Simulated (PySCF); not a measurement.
SMILES COB(C)O[SiH3], GFN2-xTB optimised geometry.

```
15

B     -0.62    -0.65     0.00
C     -1.50    -1.99     0.00
H     -1.27    -2.61    -0.86
H     -2.57    -1.76    -0.03
H     -1.31    -2.58     0.89
O      0.74    -0.65     0.00
C      1.52    -1.82     0.00
H      1.34    -2.42    -0.90
H      2.57    -1.51     0.02
H      1.31    -2.43     0.88
O     -1.22     0.54     0.00
Si    -1.07     2.15     0.04
H     -1.45     2.54     1.40
H     -2.02     2.60    -0.97
H      0.29     2.61    -0.27
```

Density from B3LYP/def2-TZVP (PySCF) at that geometry.

Minimum of the electron density along straight lines between bonded atoms, close to the bond critical point (lines longer than 1.1 times the sum of covalent radii, or with two minima, are not listed):

| bond | length / Å | ρ at the minimum / e bohr⁻³ | ∇²ρ there / e bohr⁻⁵ | position (fraction from the first atom) |
|---|---|---|---|---|
| B1–C2 | 1.599 | 0.184 | -0.40 | 0.34 |
| C2–H3 | 1.088 | 0.274 | -0.91 | 0.63 |
| C2–H4 | 1.085 | 0.279 | -0.95 | 0.64 |
| C2–H5 | 1.088 | 0.273 | -0.91 | 0.63 |
| B1–O6 | 1.359 | 0.210 | 0.94 | 0.33 |
| O6–C7 | 1.405 | 0.261 | -0.55 | 0.65 |
| C7–H8 | 1.094 | 0.284 | -1.00 | 0.64 |
| C7–H9 | 1.091 | 0.288 | -1.03 | 0.65 |
| C7–H10 | 1.094 | 0.285 | -1.00 | 0.64 |
| B1–O11 | 1.338 | 0.213 | 1.06 | 0.34 |
| O11–Si12 | 1.614 | 0.142 | 0.97 | 0.59 |
| Si12–H13 | 1.464 | 0.127 | 0.17 | 0.49 |
| Si12–H14 | 1.464 | 0.127 | 0.17 | 0.49 |
| Si12–H15 | 1.464 | 0.127 | 0.17 | 0.49 |
